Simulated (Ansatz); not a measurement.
**Question.** Name a neutral molecule of C, F, N, O, Si and H with HOMO–LUMO gap (B3LYP/def2-TZVPP) between 7.75 and 8.05 eV and HOMO–LUMO gap (ωB97M-V/def2-TZVPP) between 12.20 and 12.50 eV (Ansatz, PBE0-D4/def2-TZVP geometry).

**Answer.** `CO[Si](C)(N)F` (7.87 eV, 12.26 eV); `C[Si](N)(O)F` (7.92 eV, 12.39 eV). Other molecules can fit too; these were computed, each in one conformer that needn't be the lowest.

B3LYP here is the variant with VWN-RPA as its local correlation; programs differ in this.
